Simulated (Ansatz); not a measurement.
Ge₂O⁺. The state is a quartet with charge 1. Geometry PBE0-D4/def2-TZVP; atoms count from 1.

```xyz
3

Ge   -1.479    0.686    0.598
Ge    1.490   -0.691   -0.603
O    -0.011    0.005    0.005
```

At PBE0-D4/def2-TZVP a doublet of charge 1 lies 4.06 eV below the quartet, each at its own geometry. The structure comes from a short search, and lower isomers may exist.

(1) Estimate the Mulliken populations from the PBE0/def2-TZVP orbitals of Ansatz.

(2) Where does the spin sit?

(3) And the Mayer bond orders between bonded heavy atoms (over 0.3)?

## Answers

(1) 
```csv
atom,charge (e),spin (α − β)
Ge1,0.80,0.65
Ge2,0.56,2.28
O3,-0.36,0.07
```
Mulliken values and Mayer orders depend strongly on the basis.

(2) Summed by element: Ge 2.93, O 0.07, of 3 unpaired in all. Largest on single atoms: Ge2 2.28, Ge1 0.65, O3 0.07.

(3) Ge1–O3 1.16 (1.72 Å); Ge2–O3 1.00 (1.76 Å). Values over 0.3 also appear between atoms too far apart for a bond (Ge1–Ge2 0.69 at 3.49 Å); they arise where an orbital or an unpaired electron spreads over both atoms.
